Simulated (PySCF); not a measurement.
**Excitation energy of B by level of theory**

B [He] 2s2 2p1 (2P) → B [He] 2s2 3s1 (2S), as a difference of total energies. All numbers are calculated (PySCF 2.14, no relativity, point nucleus, in aug-cc-pwCVDZ (5s4p2d, 27 functions)). Correlated levels: valence and next inner shell: nothing frozen. The calculations carry no spin-orbit coupling.

| method | excitation energy (eV) |
| --- | --- |
| UHF | 5.083 |
| MP2 (valence and next inner shell) | 5.054 |
| SCS-MP2 (valence and next inner shell) | 5.027 |
| CCSD (valence and next inner shell) | 4.911 |
| CCSD(T) (valence and next inner shell) | 4.914 |
| CCSDT (valence and next inner shell) | 4.916 |

Task: How much does correlation contribute at CCSD(T) (valence and next inner shell)?

Result: 4.914 − (5.083) = -0.169 eV, measured against UHF.

Errors of the correlated levels include the incompleteness of this basis.

For comparison: 4.963 eV (measured; NIST levels, between the centres of gravity of the two terms).
